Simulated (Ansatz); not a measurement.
Molecule: C6H11, charge -1, multiplicity 1. It need not be the lowest isomer of its formula. Whether it binds its extra electron was not tested at this geometry. 
Structure (B3LYP-D3(BJ)/def2-TZVP (Ansatz, a program for electronic structure) minimum search):
```
C
C 1 1.3874
H 2 1.0876 1 119.95
C 1 1.3922 2 131.51 3 0.82
H 4 1.0848 1 119.15 2 -174.42
H 1 1.0961 2 114.08 3 -179.74
C 4 1.4936 5 118.24 1 -173.97
H 7 1.1000 4 110.64 5 -24.75
H 7 1.1051 8 105.98 4 119.15
C 2 1.4987 3 116.79 1 172.45
H 10 1.0978 2 110.12 3 172.74
H 10 1.1042 11 106.29 2 123.60
H 10 1.1106 11 105.61 12 111.16
C 7 1.5451 8 107.96 9 114.16
H 14 1.0918 7 109.70 8 177.85
H 14 1.0943 15 107.56 7 120.01
H 14 1.1012 15 108.42 16 116.89
```
Charge -1, spin multiplicity 1.

Basis-set convergence of Hartree-Fock and MP2 correlation energies (hartree) with Ansatz. Cores are frozen in the correlated levels unless marked. No spin-orbit coupling. Non-relativistic. This anion needs diffuse functions, which these sets lack.

| basis | functions | E(HF) | E(corr, MP2) |
|---|---|---|---|
| cc-pVDZ | 139 | -233.53020 | -0.86436 |
| cc-pVTZ | 334 | -233.59873 | -1.05647 |
| cc-pVQZ | 660 | ? | ? |

Q: Fill in the missing entries.

A: 
- cc-pVQZ, E(HF): -233.61622
- cc-pVQZ, E(corr, MP2): -1.12189
